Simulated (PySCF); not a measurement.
Level of theory: B3LYP-D3(BJ)/def2-TZVP // PBE0-D4/def2-TZVP (PySCF). Gas-phase values, no solvent. One relaxed conformer stands for a flexible species; it need not be the lowest. B3LYP has the VWN-RPA correlation part, as in Gaussian. Excitations are Tamm–Dancoff values on a coarser integration grid. The basis has no diffuse functions, so Rydberg states are missing or too high.

Reference species (SMILES): `[OH][Al]([Br])[Br]` (neutral, multiplicity 1).

| Quantity | Value |
|---|---|
| T1 excitation (TDA) | 5.50 eV |
| LUMO | -1.35 eV |

Changed species: `[Br][Al]([Br])[Br]` (0 of 3 Br replaced by OH; the reference has 1 of 3 Br replaced by OH).

### Question
Predict the effect on the T1 excitation (TDA) and LUMO.

### Answer
the T1 excitation (TDA) falls by 0.20 eV, to 5.30 eV; the LUMO falls by 0.44 eV, to -1.79 eV.
